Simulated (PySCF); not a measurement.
**Relaxation of singlet HfO(OH)2**

All numbers come from PBE0/[Hf def2-TZVP with ECP60, O def2-TZVP, H def2-TZVP], scalar-relativistic core potentials, density fitting, no spin–orbit coupling, PySCF. A (50,194) grid was used.

A hand-made trigonal pyramidal (heavy-atom frame) start, with no symmetry imposed:

```xyz
6
charge 0 multiplicity 1, angstrom
Hf    0.0291   -0.0032   -0.2122
O     1.6626   -0.0032    0.6563
O    -0.9201    1.6408    0.7972
O    -0.9201   -1.6472    0.7972
H    -0.5556    2.4804    1.0869
H    -1.8294   -1.7514    1.0869
```

Optimiser trace:
```json
{"step": "0", "E − E(last) (kJ/mol)": "142.75", "largest gradient (Eh/bohr)": "0.13417"}
{"step": "2", "E − E(last) (kJ/mol)": "16.21", "largest gradient (Eh/bohr)": "0.00728"}
{"step": "4", "E − E(last) (kJ/mol)": "13.71", "largest gradient (Eh/bohr)": "0.00361"}
{"step": "6", "E − E(last) (kJ/mol)": "12.66", "largest gradient (Eh/bohr)": "0.00279"}
{"step": "8", "E − E(last) (kJ/mol)": "11.89", "largest gradient (Eh/bohr)": "0.00575"}
{"step": "10", "E − E(last) (kJ/mol)": "11.22", "largest gradient (Eh/bohr)": "0.00274"}
{"step": "12", "E − E(last) (kJ/mol)": "10.46", "largest gradient (Eh/bohr)": "0.00371"}
{"step": "14", "E − E(last) (kJ/mol)": "9.89", "largest gradient (Eh/bohr)": "0.00727"}
{"step": "16", "E − E(last) (kJ/mol)": "8.02", "largest gradient (Eh/bohr)": "0.00886"}
{"step": "18", "E − E(last) (kJ/mol)": "6.47", "largest gradient (Eh/bohr)": "0.01228"}
{"step": "20", "E − E(last) (kJ/mol)": "4.16", "largest gradient (Eh/bohr)": "0.00492"}
{"step": "22", "E − E(last) (kJ/mol)": "2.19", "largest gradient (Eh/bohr)": "0.00528"}
{"step": "24", "E − E(last) (kJ/mol)": "1.07", "largest gradient (Eh/bohr)": "0.00660"}
{"step": "26", "E − E(last) (kJ/mol)": "0.30", "largest gradient (Eh/bohr)": "0.00254"}
{"step": "28", "E − E(last) (kJ/mol)": "0.02", "largest gradient (Eh/bohr)": "0.00122"}
{"step": "30", "E − E(last) (kJ/mol)": "0.00", "largest gradient (Eh/bohr)": "0.00031"}
{"step": "31", "E − E(last) (kJ/mol)": "0.00", "largest gradient (Eh/bohr)": "0.00027"}
```

It ends at Cs with Hf–O 1.766 Å, Hf–O 1.962 Å (×2), O–H 0.956 Å (×2); H–O–Hf 134.0° (×2), O–Hf–O 111.6° (×2), O–Hf–O 114.4° (after a last refinement on a finer grid). The frequency run here used a shortcut that can spoil soft modes, so no verdict on minimum or saddle point is given. Other isomers or separated fragments may lie lower.

Final geometry:
Z-matrix (Å, degrees; charge 0 multiplicity 1):
```
Hf
O  1 1.7660
O  1 1.9625 2 111.62
O  1 1.9625 2 111.62 3 -129.38
H  3 0.9558 1 133.98 2 -2.54
H  4 0.9558 1 133.98 2 2.54
```

Stability towards spin polarisation was not tested. With an element this heavy the missing spin–orbit coupling can shift these numbers.

The relaxation took 2.7 min on 4 threads of a shared Arm Neoverse N1 host, with 145 basis functions and 36 gradients. Launch command: `OMP_NUM_THREADS=4 python axn.py task.json out`.
